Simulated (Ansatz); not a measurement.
Compare A (`CN1BC1[SiH3]`) with its isomer B (`CN1B[SiH]1C`).

Computed with Ansatz on PBE0-D4/def2-TZVP structures; ΔE is electronic, products minus reactants. CCSD(T)/CBS is the MP2 limit (def2-TZVPP, def2-QZVPP) plus CCSD(T) − MP2 in def2-TZVPP, frozen cores. Functionals use def2-TZVPP. B3LYP here is the variant with VWN-RPA as its local correlation; programs differ in this.

Which is lower in electronic energy at CCSD(T)/CBS, and by how much? (An estimate is asked.)

Computed: B, by 129.6 kJ/mol.

Give E(B) − E(A) in kJ/mol with B3LYP, PBE-D4, r2SCAN-D4, HF/def2-TZVPP, B2PLYP, ωB97M-V, MP2/def2-TZVPP. (An estimate is asked.)

The calculation gave: B3LYP -123.7, PBE-D4 -126.4, r2SCAN-D4 -131.8, HF/def2-TZVPP -116.2, B2PLYP -126.3, ωB97M-V -125.7, MP2/def2-TZVPP -129.1. None reverses the order clearly.

Largest T1 diagnostic: 0.013.

In def2-TZVPP, CCSD(T) changes the Hartree–Fock value by −12.2 kJ/mol (the triples alone add −1.4 kJ/mol) and MP2 by −12.9 kJ/mol.
